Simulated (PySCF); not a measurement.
## Identify the compound

An unknown has the formula C4H7NOSi. Its calculated NMR data are:

1H NMR (400 MHz, computed): δ 6.92 (br s, 1H), 6.75 (br s, 1H), 4.71 (br, 1H), 3.96 (br, 1H), 3.49 (m, 1H), 3.45 (m, 1H), 2.40 (m, 1H).

13C{1H} NMR (computed): δ 173.2 (C), 149.1 (C), 137.0 (CH2), 23.5 (CH).

- GIAO PBE0/pcSseg-1 shieldings
- coordinates at the GFN2-xTB level
- program: PySCF 2.14
- single conformer, non-relativistic Hamiltonian, in vacuum

Chemical shifts δ = σref − σ; 1H, 13C vs TMS, all at this level.

Q: Which candidate is it?
A. C/C=C(\C#N)O[SiH3]
B. N#C[C@@H]1C[C@H]1[SiH2]O
C. C=C1[SiH2][C@H]1C(N)=O

A: C. 

The formula gives 3 degrees of unsaturation (1 ring in the answer). 4 carbon signals for 4 carbons: no two carbons are equivalent. Carbon types of the structure: 2 × C, 1 × CH, 1 × CH2, leaving 4 H on heteroatoms. δC 173.2: amide carbonyl carbon; lone-pair donation from the attached heteroatom keeps it upfield of a ketone carbonyl. δC 149.1: fully substituted alkene carbon; as expected for a trigonal carbon in a double bond. δC 137.0: terminal =CH2 carbon; as expected for a trigonal carbon in a double bond. δH 6.92, 6.75: hydrogen on a terminal =CH2 carbon; a vinylic proton, deshielded by the sp2 carbon and the C=C anisotropy. δH 4.71, 3.96: hydrogen on an amide-type nitrogen; exchangeable, gas-phase position.

The others: C/C=C(\C#N)O[SiH3] would give 3 signals for carbon-bound and other non-exchanging H, not 5; N#C[C@@H]1C[C@H]1[SiH2]O would give 6 signals for carbon-bound and other non-exchanging H, not 5.

Exchangeable OH/NH protons stand at their gas-phase positions; hydrogen bonding in a real sample shifts them, mostly to higher δ. Rotation about the amide-type C–N bond is slow at room temperature, so the two groups on nitrogen are listed apart. Shifts are as computed. Against solution values, carbons near 30 ppm lie about +3 ppm off and those near 130 ppm about +5 ppm. Of 1309 compounds with measured shifts, 239 miss one by over three times the rms of a fit or turn the order of signals round; such compounds aren't used in these exercises. The C=O carbon of an acid or of an amide with N–H lies up to 10 ppm further downfield in solution, through hydrogen bonding that the calculation lacks. Multiplicities follow the n + 1 count of equivalent neighbours, as no J values were calculated; m marks all less simple cases, F and P coupling included.
